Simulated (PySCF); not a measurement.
**P20H12: Orbital levels and atomic charges**

System: P20H12 (flake blue phosphorene).

Cartesian coordinates (Å):
```
  1 P     3.701    2.231   -0.583
  2 P     2.077    3.171    0.549
  3 P     0.451    2.230   -0.605
  4 P     0.440    0.387    0.591
  5 P     2.071   -0.564   -0.545
  6 P     3.698    0.385    0.575
  7 P    -1.175   -0.551   -0.574
  8 P    -1.183   -2.410    0.600
  9 P     0.465   -3.343   -0.538
 10 P     2.066   -2.412    0.625
 11 P    -1.168    3.181    0.550
 12 P    -2.795    2.252   -0.586
 13 P    -2.808    0.389    0.543
 14 P     2.086    5.050   -0.580
 15 P     0.460    5.991    0.534
 16 P    -1.171    5.060   -0.580
 17 P    -2.794   -3.349   -0.549
 18 P    -2.787   -5.238    0.544
 19 P    -1.138   -6.173   -0.545
 20 P     0.477   -5.228    0.581
 21 H     4.682    2.824    0.226
 22 H     4.675   -0.216   -0.233
 23 H     3.062   -2.996   -0.174
 24 H    -3.774    2.838    0.230
 25 H    -3.785   -0.180   -0.288
 26 H     3.070    5.607    0.249
 27 H     0.463    7.125   -0.289
 28 H    -2.152    5.617    0.252
 29 H    -3.782   -2.808    0.286
 30 H    -3.749   -5.805   -0.301
 31 H    -1.149   -7.297    0.289
 32 H     1.466   -5.768   -0.253
```

Method: wB97X-D/6-31G*, gas phase, PySCF, fitting set def2-universal-JFIT up to Ne and JKFIT beyond, grid level 1.

(1) Give the orbital energies near the gap.

(2) Give the partial charges of the non-hydrogen atoms.

Answers

(1) 
```tsv
orbital	eV
HOMO-4	-8.56
HOMO-3	-8.22
HOMO-2	-8.16
HOMO-1	-8.12
HOMO	-8.03
LUMO	-0.10
LUMO+1	0.01
LUMO+2	0.04
LUMO+3	0.11
```

(2) 
```
atom  Mulliken    IAO  Hirshfeld
  P1     -0.02   0.02       0.01
  P2     -0.03  -0.02      -0.01
  P3     -0.04  -0.03      -0.02
  P4     -0.03  -0.02      -0.01
  P5     -0.03  -0.01      -0.01
  P6     -0.02   0.02       0.01
  P7     -0.01  -0.01      -0.01
  P8     -0.03  -0.02      -0.02
  P9     -0.04  -0.02      -0.02
 P10     -0.01   0.03       0.02
 P11     -0.03  -0.02      -0.02
 P12     -0.02   0.03       0.01
 P13     -0.03   0.02       0.01
 P14     -0.03   0.02       0.01
 P15     -0.03   0.02       0.01
 P16     -0.03   0.02       0.01
 P17     -0.04   0.01       0.01
 P18     -0.04   0.02       0.01
 P19     -0.04   0.02       0.01
 P20     -0.03   0.01       0.01
```
